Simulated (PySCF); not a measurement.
B2H4, SMILES BB.

Geometry: B3LYP-D3(BJ)/def2-TZVP.

Two levels are set side by side: PBE/def2-TZVPD (PySCF) and PBE0/def2-TZVPD (PySCF). Same geometry, gas phase. Differences are taken from unrounded values.

| quantity | PBE0 | PBE | PBE minus PBE0 |
|---|---|---|---|
| orbital gap (eV) | 6.98 | 4.59 | -2.39 |
| highest occupied level (eV) | -8.65 | -7.29 | 1.36 |
| lowest empty level (eV) | -1.66 | -2.69 | -1.03 |
| mean polarisability (bohr³) | 32.4 | 34.2 | 1.9 |

PBE's occupied levels lie high since its potential decays too fast outside the molecule; exact exchange lowers them and widens the gap. PBE's more diffuse valence density responds more strongly to a field. Differences between two approximate levels are no errors against the true value.

Rough cost on one machine, each run with all the roots and properties that it gave: PBE0 against PBE within a factor of 2.
